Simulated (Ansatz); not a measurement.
Input file:

```yaml
crystal:
  periodic: [false, false, false]
  atoms:
    - { symbol: Hf, position_ang: [-0.429846, 0.00232, -0.216177] }
    - { symbol: Cl, position_ang: [-0.350193, 1.037485, 2.439258] }
    - { symbol: Cl, position_ang: [1.763701, -0.788668, 0.09168] }
    - { symbol: Cl, position_ang: [-0.584767, 2.212531, -1.00545] }
    - { symbol: Cl, position_ang: [-1.127188, -1.22745, -2.091506] }
    - { symbol: O, position_ang: [-1.883643, -0.690015, 1.004872] }
    - { symbol: H, position_ang: [-2.629931, -1.306415, 0.906468] }
    - { symbol: H, position_ang: [-1.371432, 0.130511, 2.148455] }
basis:
  gaussian: { orbitals: def2-SVP }
hamiltonian:
  xc: pbe
  dispersion: d4
phonons: {}
```

Command:

```bash
$ ansatz run input.yaml --threads 4 --pin off --max-ram 5120MiB --backend cpu --events-out ev --progress --plain --runs-dir out
```

Hardware: 4 threads of AMD EPYC 9R45 96-Core Processor (Zen 5), on a shared host.

Roughly how long does this run take, and how much memory?

22 s, with a peak of 0.23 GiB, for 0 ionic steps.
